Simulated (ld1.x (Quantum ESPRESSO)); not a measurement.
Mo: excitation energies, all-electron against PAW

molybdenum (Mo), PAW, made with ld1.x (Quantum ESPRESSO) 7.5 (PBE, scalar-relativistic). Core [Kr], reference 4d5 5s0 5p0 (charge +1). Waves: 5s (bound, empty): rcut 1.80, rcutus 2.10 bohr; 5s channel at -0.35 Ry: rcut 1.80, rcutus 2.10 bohr; 5p (bound, empty): rcut 2.35, rcutus 3.05 bohr; 5p channel at 2.15 Ry: rcut 2.35, rcutus 3.05 bohr; 4d (bound): rcut 1.60, rcutus 1.85 bohr; 4d channel at 0.1 Ry: rcut 1.60, rcutus 1.85 bohr. Local part: all-electron potential smoothed inside 2.55 bohr (lloc = -1). Core correction: a·sin(br)/r model core inside 1.25 bohr. Augmentation charge: BESSEL, radius 1.85 bohr.

Energies are relative to the spin-unpolarised reference configuration 4d5 5s0 5p0; without spin polarisation the order of configurations can differ from experiment. Not all tests gave a result: 3 of 7 tests not solved or not reliable. Left out of the table: 4d5 5s1 5p0 (solver errors, printed error -2.8 eV); 4d4 5s1 5p0 (solver errors, printed error -3.4 eV); 4d5.5 5s0.5 5p0 (solver errors, printed error -665 meV). The frozen-core shift is the all-electron ΔE with the core orbitals held at their reference shape minus the fully relaxed ΔE.

Give the all-electron excitation energy and the error of the potential for: 4d4 5s0 5p0; 4d3 5s0 5p0; 4d5 5s0 5p1; 4d6 5s0 5p0.

| valence configuration | charge | ΔE all-electron (eV) | error AE − PS (meV) | frozen-core shift (meV) |
| --- | --- | --- | --- | --- |
| 4d4 5s0 5p0 | +2 | 15.462 | -82 | +81 |
| 4d3 5s0 5p0 | +3 | 42.206 | -518 | +515 |
| 4d5 5s0 5p1 | 0 | -3.750 | +0.2 | 0.0 |
| 4d6 5s0 5p0 | 0 | -6.127 | -16 | +16 |

Levels in the configuration 4d6 5s0 5p0:

```csv
level,all-electron (eV),pseudo (eV)
4d,-2.308,-2.297
```

Note: ghost state, extra bound levels that the all-electron valence spectrum of the same l lacks: s at -68.2 eV. A true bound ghost makes a file unfit for plane-wave use.
